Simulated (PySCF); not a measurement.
# Radial density of Mg (magnesium, neutral)

BP86, [Ne] 3s1 3p1, 3s spin antiparallel (an excited configuration). All numbers are calculated (PySCF 2.14, no relativity, point nucleus, in dyall-acv3z (20s13p7d4f, 122 functions)).

```csv
r (bohr),4πr²ρ (e/bohr),4πr²(ρα − ρβ)
0.00265,0.09090,-0.0002
0.00446,0.2463,-0.0004
0.00750,0.6475,-0.0011
0.0126,1.620,-0.0027
0.0212,3.729,-0.0062
0.0357,7.466,-0.0120
0.0601,11.87,-0.0168
0.101,13.07,-0.0094
0.170,9.104,0.0123
0.286,7.898,0.0040
0.481,11.04,-0.0320
0.809,7.146,0.0015
1.36,1.529,-0.0955
2.29,0.5935,-0.2195
3.85,0.4383,0.0421
6.47,0.09611,0.0683
10.9,0.003828,0.0037
```

With the s spin flipped the determinant is a mixture of two multiplicities, not a spectroscopic state.
